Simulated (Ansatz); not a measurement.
Compare A (`C=CCCCCC`) with its isomer B (`CC/C=C(/C)CC`).

Computed with Ansatz on PBE0-D4/def2-TZVP structures; ΔE is electronic, products minus reactants. CCSD(T)/CBS is the MP2 limit (def2-TZVPP, def2-QZVPP) plus CCSD(T) − MP2 in def2-TZVPP, frozen cores. Functionals use def2-TZVPP. B3LYP here is the variant with VWN-RPA as its local correlation; programs differ in this. One conformer a species, not always the lowest.

Q: Which isomer does CCSD(T)/CBS put lower? Give the gap. (Best estimate.)

A: The calculation gave: B, by 4.3 kcal/mol.

Q: Give E(B) − E(A) in kcal/mol with B2PLYP, HF/def2-TZVPP, MP2/def2-TZVPP, B3LYP-D4, r2SCAN-D4, PBE-D4, CCSD(T)/def2-TZVPP. (An estimate is asked.)

A: Computed: B2PLYP -4.9, HF/def2-TZVPP -3.2, MP2/def2-TZVPP -5.3, B3LYP-D4 -5.3, r2SCAN-D4 -5.5, PBE-D4 -6.0, CCSD(T)/def2-TZVPP -4.4. None reverses the order clearly.

Largest T1 diagnostic: 0.009.

In def2-TZVPP, CCSD(T) changes the Hartree–Fock value by −1.2 kcal/mol (the triples alone add −0.4 kcal/mol) and MP2 by −2.1 kcal/mol. Leaving LDA and LC-ωPBE aside and taking each functional with its dispersion term where it has one, the values, not all of them listed here, spread over 1.5 kcal/mol, from PBE-D4 to ωB97M-V.
